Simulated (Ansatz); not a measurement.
Correlation energies of BH7O3Si2, SMILES `OB(O[SiH3])O[SiH3]` by basis set

```xyz
13

O    -0.2549    0.2587    2.7105
B    -0.1123    0.1370    1.3629
O    -0.5621    1.1639    0.5951
Si   -1.0142    1.5475   -0.9301
O     0.4712   -0.9924    0.8495
Si    1.0689   -1.5287   -0.5839
H     0.1036   -0.4999    3.1757
H     0.0638    2.3228   -1.5913
H    -1.2872    0.3135   -1.7157
H    -2.2479    2.3651   -0.8560
H     2.2691   -2.3477   -0.2903
H     1.4495   -0.3816   -1.4502
H     0.0525   -2.3582   -1.2762
```

Total charge 0; spin multiplicity 1. All single points use the PBE0-D4/def2-TZVP geometry. It is one conformer, not always the lowest. Frozen core, restricted reference, Ansatz 0.2.0. CBS rows extrapolate triple and quadruple zeta; past MP2 they add the triple-zeta difference.

```json
{"basis": "def2-TZVPP", "HF (Eh)": "-831.60570", "MP2 corr.": "-1.04575"}
{"basis": "def2-QZVPP", "HF (Eh)": "-831.63706", "MP2 corr.": "-1.12903"}
```

**Question.** Estimate the CCSD correlation energy and the (T) correction in each basis where they were run (hartree).

**Answer.** 
```json
{"basis": "def2-TZVPP", "CCSD corr.": "-1.09281", "(T)": "-0.03779"}
{"basis": "CBS(def2)", "CCSD corr.": "-1.23778", "(T)": "as TZ"}
```
